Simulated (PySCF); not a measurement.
**Correlation energy of Cu(27+) (copper, charge +27)**

Starting occupation: 1s2. Calculation: PySCF 2.14, in an uncontracted even-tempered set (17 s from 3.7 bohr⁻², ratio 2.6; 11 p from 4.8 bohr⁻², ratio 2.6; 6 d from 5 bohr⁻², ratio 2.8; 3 f from 220 bohr⁻², ratio 2.8); X2C-1e with screened-nucleus spin-orbit coupling, Gaussian nucleus. Frozen: nothing; 2 electrons correlated; the 34 highest virtual spinors left out.

Total MP2 correlation energy: -48.06 mhartree.

With two correlated electrons CCSD is exact within the correlated space (frozen core and kept virtual orbitals).

The virtual space was cut to 52 spinors, which keep -45.50 of the -48.06 mhartree of MP2 correlation.

```json
{"level": "CCSD", "correlation energy (mhartree)": "-46.03"}
```

Diagnostics: T1 = 3.3e-06, largest double amplitude 0.002.

**Question.** Is a single reference adequate?

**Answer.** Yes: T1 lies below 0.03 and no double amplitude reaches 0.07.

The coupled-cluster values are those of the cut space; adding the MP2 remainder, -2.56 mhartree, estimates the full space.
